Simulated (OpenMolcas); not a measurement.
## neutral indium: thermal populations, worked from levels

| Item | Value |
| --- | --- |
| Program | OpenMolcas 26.06 |
| Basis | ANO-RCC [10s9p8d5f3g] |
| Scalar Hamiltonian | DKH2, point nucleus |
| Active space | 1 electron in 9 orbitals (RAS2 5p; RAS3 5d 6s, at most 1 electron) |
| State averaging | 2S+1 = 2 odd, 3 roots; 2S+1 = 2 even, 6 roots |
| Spin-orbit coupling | RASSI with atomic mean-field integrals over the reference wave functions, term energies averaged over their components |

Methods: RASSCF; SS-RASPT2, IPEA 0.25 Eh, imaginary shift 0.1 Eh (closed shells correlated: 4d 5s). Measured levels: NIST Handbook of Basic Atomic Spectroscopic Data.

**Thermal populations.** Z = Σ (2J + 1) exp(-E/kT) with k = 0.695035 cm-1/K, over the levels below. No other level of either list lies under 31800 cm-1, which is above 7 kT at each temperature.

```
         Level  2J + 1  SS-RASPT2  measured
5s² 5p ²P°_1/2       2        0.0       0.0
5s² 5p ²P°_3/2       4       1892      2213
 5s² 6s ²S_1/2       2      28550     24373
```

```csv
T (K),"Z, SS-RASPT2","Z, measured levels","Ground level (%), SS-RASPT2","Ground level (%), measured levels"
2000,3.026,2.814,66.1,71.1
3000,3.614,3.384,55.3,59.1
5000,4.321,4.118,46.3,48.6
```

At 5000 K, kT = 3475 cm-1, and the computed levels give Z = 2.000 + 2.321 + 0.001 = 4.321.

ANO sets are built for valence states and can reach diffuse excited orbitals poorly, and with the s shell closed the s pⁿ⁺¹ terms that mix with these levels are absent. With one active electron the reference holds no correlation, so core polarisation is missing (holds for RASSCF). With one active electron, CASPT2 adds the correlation within the correlated inactive shells and between them and that electron, and leaves the splitting within a term as the reference gives it (holds for SS-RASPT2). Computed and measured levels are paired by configuration, term and J; levels that our copy of the source lacks, or whose pairing is in doubt (as where it misses far off the trend of its configuration), stay unpaired and out of the deviations. Only configurations of the active space appear.

° marks odd parity.
